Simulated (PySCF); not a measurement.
Compound: C9H10Se.
Cartesian coordinates in Å at the PBE0-D3(BJ)/def2-SVP level; atoms count from 1:
```xyz
20
C9H10Se angstrom
C     -3.208    0.460    0.553
C     -1.800   -0.091    0.604
C     -1.060   -0.078   -0.731
C      0.419   -0.164   -0.475
C      1.379   -0.648   -1.360
C      2.733   -0.606   -1.019
C      3.128   -0.078    0.210
C      2.178    0.403    1.112
C      0.830    0.354    0.764
Se    -0.631    0.938    1.829
H     -3.214    1.500    0.191
H     -3.692    0.438    1.541
H     -3.826   -0.145   -0.131
H     -1.806   -1.116    1.008
H     -1.276    0.875   -1.252
H     -1.417   -0.891   -1.384
H      1.069   -1.058   -2.325
H      3.481   -0.991   -1.715
H      4.187   -0.049    0.476
H      2.489    0.801    2.080
```

The calculation used PBE0-D3(BJ)/def2-SVP geometry optimisation, gas phase (PySCF).

Masses are those of the commonest isotopes; rigid-rotor values at the optimised geometry. The values belong to one conformer with, in the numbering `[CH3:1][C@H:2]1[CH2:3][c:4]2[cH:5][cH:6][cH:7][cH:8][c:9]2[Se:10]1`, C1–C2–C3–C4 160°, C2–C3–C4–C5 155°, C8–C9–Se10–C2 -165°, C1–C2–Se10–C9 -154°.

(1) Give the principal moments of inertia and the rotational constants in GHz.

(2) Classify the top.

(3) Is it planar, by Δ = Ic − Ia − Ib?

(4) Give the other two planar moments, Paa and Pbb, and the rms extents of the mass along the axes.

(5) Where do the levels up to J = 4 lie, in cm⁻¹?

(6) Which lines would a microwave search look for?

(7) Estimate the classical rotational partition function at 50 K, 200 K and 298.15 K.

Answers

(1) Ia = 254.65, Ib = 673.64, Ic = 911.61 u·Å²; 505379 MHz·u·Å²/I gives 1985, 750.2 and 554.4 MHz, that is A = 1.9846, B = 0.7502, C = 0.5544 GHz.

(2) An asymmetric top: κ = (2 × 750.2 − 1985 − 554.4)/(1985 − 554.4) = -0.73.

(3) Not planar: Δ = Ic − Ia − Ib = -16.68 u·Å². For a rigid frame Δ = −2 Σ m c², so Σ m c² = 8.34 u·Å² lies off the ab plane: 5.57 from hydrogen and 2.77 from heavier atoms. The atom farthest from that plane is 1.52 Å away.

(4) Paa = Σ m a² = (Ib + Ic − Ia)/2 = 665.30 and Pbb = Σ m b² = (Ia + Ic − Ib)/2 = 246.31 u·Å². With the mass M = 197.99 u, the rms extents √(P/M) along a, b and c are 1.83, 1.12, 0.21 Å.

(5) Above 0(0,0):
J = 1: 1(0,1) 0.0435, 1(1,1) 0.0847, 1(1,0) 0.0912
J = 2: 2(0,2) 0.1298, 2(1,2) 0.1652, 2(1,1) 0.1848, 2(2,1) 0.3083, 2(2,0) 0.3090
J = 3: 3(0,3) 0.2576, 3(1,3) 0.2855, 3(1,2) 0.3247, 3(2,2) 0.4389, 3(2,1) 0.4424, 3(3,1) 0.6615, 3(3,0) 0.6615
J = 4: 4(0,4) 0.4249, 4(1,4) 0.4452, 4(1,3) 0.5102, 4(2,3) 0.6124, 4(2,2) 0.6226, 4(3,2) 0.8369, 4(3,1) 0.8372, 4(4,1) 1.1468, 4(4,0) 1.1468
The levels of one J sum to (2J + 1)J(J + 1)(A + B + C)/3.

(6) The dipole components are |μa| = 0.15 D, |μb| = 1.56 D, |μc| = 0.24 D. The squared components, which scale the intensities, stand as 0.01 : 1.00 : 0.02 (a : b : c). Some lines, for components of 0.1 D or more:

```
type  branch         J(Ka,Kc)    MHz  lower level (cm⁻¹)
   b       R  3(1,2) ← 2(2,1)    490               0.308
   a       Q  2(1,1) ← 2(1,2)    588               0.165
   c       Q  1(1,1) ← 1(0,1)   1234               0.044
   b       Q  2(1,1) ← 2(0,2)   1648               0.130
   b       Q  3(1,2) ← 3(0,3)   2011               0.258
   b       R  1(1,1) ← 0(0,0)   2539               0.000
   a       R  2(0,2) ← 1(0,1)   2588               0.044
   b       R  3(0,3) ← 2(1,2)   2769               0.165
   c       Q  3(2,2) ← 3(1,2)   3424               0.325
   b       R  2(1,2) ← 1(0,1)   3648               0.044
   c       Q  2(2,1) ← 2(1,1)   3703               0.185
   a       R  3(0,3) ← 2(0,2)   3829               0.130
   a       R  3(2,1) ← 2(2,0)   3998               0.309
   b       Q  3(2,2) ← 3(1,3)   4597               0.286
   b       R  2(2,1) ← 1(1,0)   6508               0.091
   c       Q  3(3,1) ← 3(2,1)   6568               0.442
   b       R  3(2,2) ← 2(1,1)   7617               0.185
   b       R  3(2,1) ← 2(1,2)   8310               0.165
   b       R  3(3,0) ← 2(2,1)  10590               0.308
```

(7) Point group C1, symmetry number σ = 1; q = (√π/σ)·√((kT/h)³/(ABC)), k/h = 20836.6 MHz/K: 65600 at 50 K, 525000 at 200 K, 955000 at 298.15 K.

No frequency check. These are rigid-rotor constants of the computed structure; measured ground-state constants (B0) also hold zero-point vibration. A rigid rotor knows nothing of internal rotation, which can split or shift real lines.
